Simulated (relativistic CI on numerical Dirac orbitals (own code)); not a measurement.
# How well does a small relativistic CI reproduce Sc3+?

Method of calculation: Dirac-Coulomb-Breit CI, separate exchange-only KLI orbitals for each configuration, a model potential for QED, valence Slater integrals scaled by 0.85, P86 correlation energy added to each configuration (own radial code, finite nucleus).

Configuration list (outside the closed core [Ne]): 3s2 3p6, 3s2 3p5 3d, 3s 3p6 3d, 3s2 3p5 4s, 3s2 3p5 4p, 3s2 3p5 4d, 3s2 3p5 5s, 3s2 3p5 5p, 3s2 3p5 4f, 3s2 3p5 5d, 3s2 3p5 5f, 3s2 3p5 5g, 3s 3p6 4s, 3p6 3d2, 3p5 3d3, 3p5 3d2 4s, 3p5 3d2 4p, 3p5 3d2 4d, 3p5 3d2 5s. Double excitations out of closed p, d and f shells are left out; levels of such configurations are missing from the list, as are those of other unlisted configurations, and high levels can miss mixing partners. These lack a partner that the ground configuration has and come out too high: 3s2 3p5 5p, 3s2 3p5 4f, 3s2 3p5 5d, 3s2 3p5 5f, 3s2 3p5 5g.

| Configuration | Term (tabulated) | J | Measured (cm⁻¹) | Computed | Error | Purity (%) |
| --- | --- | --- | --- | --- | --- | --- |
| 3s2 3p6 | 1S | 0 | 0.0 | 0 | 0 | 100 |
| 3s2 3p5 3d | 3P° | 0 | 239723.2 | 240774 | 1051 | 100 |
| 3s2 3p5 3d | 3F° | 4 | 250708.2 | 250580 | -129 | 100 |
| 3s2 3p5 3d | 3F° | 3 | 252108.3 | 252019 | -89 | 99 |
| 3s2 3p5 3d | 3D° | 1 | 269426.5 | 269545 | 118 | 100 |
| 3s2 3p5 4s | 3P° | 2 | 333090.8 | 336432 | 3342 | 100 |
| 3s2 3p5 4s | 3P° | 0 | 337340.1 | 340753 | 3413 | 100 |
| 3s2 3p5 4p | 3S | 1 | 371735.2 | 373368 | 1632 | 96 |
| 3s2 3p5 4p | 3D | 3 | 378077.0 | 380667 | 2590 | 100 |
| 3s2 3p5 4p | 3D | 2 | 378418.6 | 381072 | 2654 | 74 |
| 3s2 3p5 4p | 3D | 1 | 380148.3 | 382754 | 2606 | 71 |
| 3s2 3p5 4p | 3P | 0 | 384817.8 | 387071 | 2253 | 98 |
| 3s2 3p5 4p | 3P | 1 | 385570.0 | 387915 | 2345 | 66 |
| 3s2 3p5 4p | 1S | 0 | 397510.7 | 400528 | 3017 | 96 |
| 3s 3p6 3d | 3D † | 1 | 429695.7 | 472027 | 42331 | 67 |
| 3s 3p6 3d | 3D † | 2 | 429842.4 | 472339 | 42496 | 68 |
| 3s 3p6 3d | 3D † | 3 | 430078.5 | 472844 | 42765 | 71 |
| 3s 3p6 3d | 1D † | 2 | 442046.0 | 503064 | 61018 | 97 |
| 3s2 3p5 4d | 3F° | 3 | 443191.3 | 444695 | 1504 | 69 |
| 3s2 3p5 4d | 1P° | 1 | 453972.7 | 456992 | 3019 | 83 |
| 3s2 3p5 5s | 2[3/2]° | 2 | 459496.9 | 460051 | 555 | 100 |
| 3s2 3p5 5s | 2[3/2]° | 1 | 460426.9 | 461095 | 668 | 53 |
| 3s2 3p5 5s | 2[1/2]° | 0 | 463768.9 | 464390 | 621 | 100 |
| 3s2 3p5 5s | 2[1/2]° | 1 | 464457.2 | 465141 | 684 | 52 |
| 3s2 3p5 5p | 2[1/2] | 1 | 474764.4 | 476366 | 1602 | 90 |
| 3s2 3p5 5p | 2[5/2] | 3 | 476818.5 | 478496 | 1678 | 99 |
| 3s2 3p5 5p | 2[5/2] | 2 | 477018.0 | 478725 | 1707 | 60 |
| 3s2 3p5 5p | 2[3/2] | 1 | 477746.6 | 479620 | 1874 | 44 |
| 3s2 3p5 5p | 2[3/2] | 2 | 478213.2 | 479935 | 1721 | 68 |
| 3s2 3p5 4f | 2[3/2] † | 1 | 478495.9 | 488399 | 9903 | 66 |
| 3s2 3p5 4f | 2[9/2] | 5 | 478609.5 | 483645 | 5036 | 100 |
| 3s2 3p5 4f | 2[3/2] † | 2 | 478767.7 | 484656 | 5888 | 67 |
| 3s2 3p5 4f | 2[9/2] | 4 | 478768.4 | 483837 | 5069 | 54 |
| 3s2 3p5 4f | 2[5/2] † | 3 | 479452.9 | 484848 | 5395 | 45 |
| 3s2 3p5 4f | 2[7/2] † | 3 | 479908.9 | 486553 | 6644 | 45 |
| 3s2 3p5 4f | 2[7/2] † | 4 | 479933.2 | 484931 | 4998 | 57 |
| 3s2 3p5 4f | 2[5/2] † | 2 | 480097.9 | 487279 | 7181 | 48 |
| 3s2 3p5 5p | 2[1/2] | 0 | 480286.6 | 482399 | 2112 | 94 |
| 3s2 3p5 5p | 2[3/2] | 1 | 481377.4 | 482965 | 1587 | 65 |
| 3s2 3p5 5p | 2[1/2] | 1 | 481939.9 | 483666 | 1726 | 64 |
| 3s2 3p5 5p | 2[3/2] | 2 | 481975.2 | 483417 | 1442 | 34 |
| 3s2 3p5 4f | 2[7/2] | 3 | 483609.4 | 488647 | 5037 | 55 |
| 3s2 3p5 4f | 2[7/2] | 4 | 483708.0 | 488739 | 5031 | 43 |
| 3s2 3p5 4f | 2[5/2] † | 3 | 483962.8 | 491103 | 7140 | 60 |
| 3s2 3p5 4f | 2[5/2] † | 2 | 484257.6 | 490280 | 6023 | 45 |
| 3s2 3p5 5p | 2[1/2] | 0 | 484972.9 | 490329 | 5356 | 91 |
| 3s2 3p5 5g | 2[5/2]° | 2 | 521999.2 | 524476 | 2477 | 100 |
| 3s2 3p5 5g | 2[11/2]° | 6 | 522110.2 | 524574 | 2464 | 100 |

Measured levels from Sugar and Corliss, J. Phys. Chem. Ref. Data 9, 473 (1980); pairs were made by configuration, J and term (by order where the table uses no LS term), so strongly mixed levels may be paired wrongly.

Mean error by configuration (cm⁻¹): 3s2 3p5 3d 238; 3s2 3p5 4s 3378; 3s2 3p5 4p 2442; 3s2 3p5 4d 2262; 3s2 3p5 5s 632; 3s2 3p5 5p 2081; 3s2 3p5 4f 5043; 3s2 3p5 5g 2470. Over the excited levels the mean absolute error is 2235 cm⁻¹ (47 of the 69 excited levels that our extract of the source holds in range could be paired, and the others can miss by more), and the median relative error of those above 1,000 cm⁻¹ is 0.44 %. † marks terms whose computed intervals miss the measured ones by more than a factor of 2.5, or configurations far off the rest, from wrong mixing, a near crossing or a doubtful label or measurement; they are left out of the means.
